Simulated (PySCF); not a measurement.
**Ionisation energy of Mn⁺ by level of theory**

Mn⁺ [Ar] 3d5 4s1 (7S) → Mn²⁺ [Ar] 3d5 (6S), as a difference of total energies. Computed with PySCF 2.14 in x2c-QZVPPall with one added diffuse shell each of s, p, d, f, g type (12s8p6d5f3g, 128 functions), with scalar relativity by spin-free X2C-1e. Correlated levels: valence: [Ar] frozen; valence and next inner shell: [Ne] frozen. The calculations carry no spin-orbit coupling.

```
                                method  ionisation energy (eV)
                                   UHF                  14.852
                                   LDA                  16.516
                                   PBE                  16.288
                                  PBE0                  15.966
                                r2SCAN                  16.149
                                  BLYP                  16.187
                               r2SCANh                  16.054
                                B2PLYP                  15.657
                         MP2 (valence)                  15.312
                     SCS-MP2 (valence)                  15.005
    MP2 (valence and next inner shell)                  15.651
SCS-MP2 (valence and next inner shell)                  15.354
```

Q: How much does correlation contribute at MP2 (valence and next inner shell)?

A: 15.651 − (14.852) = 0.799 eV, measured against UHF.

Errors of the correlated levels include the incompleteness of this basis and the frozen core.

For comparison: 15.640 eV (measured; NIST Atomic Spectra Database, ionization energies).
